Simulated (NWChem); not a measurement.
# MgHSF; SMILES [F][Mg][SH]

```xyz
4

Mg     0.0144    -0.7497     0.0000
F      0.0541    -2.4875     0.0000
S     -0.0192     1.5497     0.0000
H     -1.3728     1.6033     0.0000
```
Atoms are numbered in this order, from 1.

Level: B3LYP/6-31G* (spherical d) (NWChem), optimised geometry, unscaled harmonic frequencies. B3LYP is NWChem's, with the RPA form of VWN correlation.

Q: List the harmonic frequencies with IR intensities, and the thermochemistry.

A: 
```
frequency (cm⁻¹)  IR intensity (km/mol)
----------------  ---------------------
121                                67.5
132                                66.6
365                                 5.5
555                                 4.3
804                               100.1
2649                               14.0
```

```json
{
 "zero_point_energy": "6.6 kcal/mol",
 "thermal correction to the enthalpy at 298.15 K (with zero-point energy)": "10.2 kcal/mol",
 "heat capacity Cv": "13.1 cal/(mol K)",
 "entropy at 298.15 K and 1 atm (symmetry number 1)": "69.5 cal/(mol K)",
 "dipole_moment": "0.80 D"
}
```

Rigid rotor and harmonic oscillator.
